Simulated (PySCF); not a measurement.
State search for PbF⁺

Unrestricted PBE0; Pb def2-SVPD with ECP60, F def2-SVPD; scalar-relativistic core potentials (PySCF 2.14). Outer shells of the fragments: Pb+ 5d10 6s2 6p1; F 2s2 2p5.

Followed along the bond (rough minima from three points):

```csv
2Ms+1,unpaired,⟨S²⟩ at the start,R at minimum (Å),Te (eV)
1,none,0.00,2.01,0.00
3,"σ ↑, π ↑",2.01,none in the scan,≤ 4.75
```

Solutions found at the starting distance of 2.110 Å, counted from the lowest of them; the search is not exhaustive and high or unbound solutions are not listed, so other states can lie among these:

| 2Ms+1 | unpaired | term | E (eV) | ⟨S²⟩ | ⟨Lz²⟩ | μ (D) |
| --- | --- | --- | --- | --- | --- | --- |
| 1 | none | ¹Σ⁺ | 0.00 | 0.00 | 0.00 | -4.46 |
| 3 | σ ↑, π ↑ | ³Π | 4.79 | 2.01 | 1.00 | -1.13 |
| 3 | π ↑↑ | mixed | 5.22 | 2.00 | 2.01 | 1.07 |
| 3 | π ↑↑ | mixed | 5.32 | 2.00 | 2.01 | 1.11 |
| 1 | π ↑↓ | mixed | 5.33 | 1.00 | 2.01 | 1.12 |
| 3 | σ ↑↑ | ³Σ⁺ | 6.39 | 2.00 | 0.00 | -0.06 |

A term symbol is given only where ⟨S²⟩ and ⟨Lz²⟩ are close to those of a pure state; real π, δ and φ orbitals otherwise mix terms. A positive dipole points towards F; it is taken about the centre of mass and depends on that origin.

Spin–orbit coupling is left out, which matters for elements this heavy, above all for dissociation energies. Counting both spins, an empty level lies below a filled one in some of these solutions, because spin and occupation are held.
